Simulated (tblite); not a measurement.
C₃H₄ClF₃Si.
SMILES with atom numbers: `[F:1][CH:2]([F:3])[C@@:4]1([F:5])[SiH2:6][C@H:7]1[Cl:8]` (hydrogens: H9 on C2; H10, H11 on Si6; H12 on C7)

Structure used (GFN2-xTB), in Å, numbered top down from 1:
```xyz
12
C3H4ClF3Si angstrom
F     -1.3979   -2.0458    0.4895
C     -1.2822   -0.7689    0.0584
F     -1.2458   -0.8377   -1.2938
C     -0.0010   -0.1520    0.5694
F      0.0440   -0.2664    1.9410
Si     1.5706   -0.1280   -0.5194
C      0.3802    1.2420    0.0706
Cl    -0.7808    2.1055   -0.9434
H     -2.1930   -0.2266    0.3584
H      2.8172   -0.1648    0.2162
H      1.3951   -0.6515   -1.8531
H      0.6950    1.8934    0.8800
```

All values are computed: GFN2-xTB (tblite) harmonic vibrations without scaling, gas phase. The method is semi-empirical: single wavenumbers can be off by several per cent or more. Modes of hydrogen on silicon can be 10 to 20 % off. One conformer, not necessarily the lowest.

Harmonic wavenumbers (cm⁻¹): 57.8, 97.6, 115.5, 183.9, 222.3, 258.2, 301.1, 395.5, 432.5, 482.4, 505.5, 535.7, 582.8, 600.6, 646.3, 704.3, 791.9, 924.7, 975.0, 1039.3, 1065.5, 1106.4, 1193.2, 1221.0, 1247.7, 1261.7, 2407.0, 2455.2, 2886.1, 2998.1.

A = 1689, B = 1188, C = 1001 MHz; mass 159.972 u (most abundant isotopes); point group C1, symmetry number 1.

Problem. Zero-point energy?

Solution. ½Σν̃ = 13847 cm⁻¹ = 165.65 kJ/mol.

Problem. Entropy at 298.15 K, 1 bar (ideal gas, RRHO, classical rotation)?

Solution. Translation 172.15, rotation 123.26, vibration 103.27: S = 398.7 J/(mol K).

Problem. And Cp and H(298.15 K) − H(0)?

Solution. Cp = 144.52 J/(mol K), of which vibrations give 111.26 (their classical limit is 30 R = 249.4); H(298.15 K) − H(0) = 26.75 kJ/mol without the zero-point energy, 16.83 from vibrations.

Problem. How do the functions run with temperature in this model?

Solution. 
| T (K) | S (J/(mol K)) | Cp (J/(mol K)) | H − H(0) (kJ/mol) | G − H(0) (kJ/mol) | ln q(vib) |
| --- | --- | --- | --- | --- | --- |
| 150 | 318.9 | 91.5 | 9.08 | -38.75 | 2.29 |
| 250 | 374.6 | 128.9 | 20.16 | -73.50 | 4.53 |
| 400 | 445.1 | 171.7 | 42.91 | -135.14 | 7.93 |
| 600 | 522.0 | 206.6 | 81.07 | -232.14 | 12.21 |
| 900 | 611.8 | 235.0 | 147.77 | -402.82 | 17.88 |

q(vib) and H(0) count from the zero-point level.

Problem. What must be added to the electronic energy to get the Gibbs energy at 298.15 K and 1 bar?

Solution. ZPE + [H(298.15 K) − H(0)] − T·S = 165.65 + 26.75 − 118.87 = 73.53 kJ/mol.

Hindered rotation and anharmonicity are outside this model. Other conformers, if any are populated, would add a mixing term that is left out. The structure is chiral; the term R ln 2 for an equal mix with its mirror image is left out.

Hardware: one thread, Arm Neoverse N1 (aarch64), no GPU, shared host. Cost: 0.69 s wall. This covers the Hessian and the dipole derivatives.
